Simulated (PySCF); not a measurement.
Several compounds and their computed core spectra got separated.

Level of theory: delta-SCF UKS SCAN, pcX-2 on the ionised atom, pcseg-1 elsewhere, spin-free X2C (PySCF 2.14.0). Geometries: PBE0-D3(BJ)/def2-SVP; isolated species, one conformer each.

Line lists (1s up to Mg, 2p3/2 beyond, nothing for Br; areas count atoms within a level, one atom standing for each set equivalent by bonding):
1. C 1s: 290.91 (area 1), 290.92 (area 1), 292.05 (area 1), 292.09 (area 1), 295.89 (area 1) eV; O 1s: 540.52 eV; F 1s: 693.01 eV
2. C 1s: 290.64 (area 1), 290.98 (area 1), 291.06 (area 1), 291.43 (area 1), 291.70 (area 1), 291.86 (area 1) eV; N 1s: 404.37 eV
3. C 1s: 289.87 (area 1), 289.96 (area 1), 290.08 (area 1), 290.08 (area 1), 290.09 (area 1), 290.11 (area 1), 290.11 (area 1), 290.18 (area 1), 290.29 (area 1) eV
4. B 1s: 197.14 eV; Si 2p3/2: 107.53 eV; S 2p3/2: 169.32 eV

Structures:
A. `N#CC1=CC=CC1`
B. `[SiH3]SBBr`
C. `C[C@@H]1CC[C@H]2CCC[C@H]21`
D. `FC(F)c1ccco1`

Q: Match each list to its structure.

A: 
- 1 = D: no other candidate has this set of levels. C 1s: 290.91 aromatic CH carbon, 290.92 aromatic CH carbon, 292.05 aromatic CH next to a ring oxygen, 292.09 substituted aromatic carbon, 295.89 CHF2 carbon; O 1s: 540.52 furan-type oxygen; F 1s: 693.01 fluorine of a CF2 group (×2).
- 2 = A: no other candidate has this set of levels. C 1s: 290.64 alkene CH carbon, 290.98 alkene CH carbon, 291.06 alkene CH carbon, 291.43 fully substituted alkene carbon, 291.70 allylic carbon, 291.86 nitrile carbon; N 1s: 404.37 nitrile nitrogen.
- 3 = C: no other candidate has this set of levels. C 1s: 289.87 sp3 carbon at a ring junction, 289.96 sp3 carbon at a ring junction, 290.08 ring CH2 carbon, 290.08 ring CH2 carbon, 290.09 sp3 CH carbon, 290.11 ring CH2 carbon, 290.11 ring CH2 carbon, 290.18 ring CH2 carbon, 290.29 methyl carbon.
- 4 = B: no other candidate has this set of levels. B 1s: 197.14 three-coordinate boron; Si 2p3/2: 107.53 SiH3 silicon; S 2p3/2: 169.32 sulfur bonded to B and Si.

Spin–orbit and ligand-field terms were added within each 2p shell after the spin-free SCF. 4 of these hole states are spin-contaminated (⟨S²⟩ up to 0.90, against 0.75; counted from 0.85) and less certain.
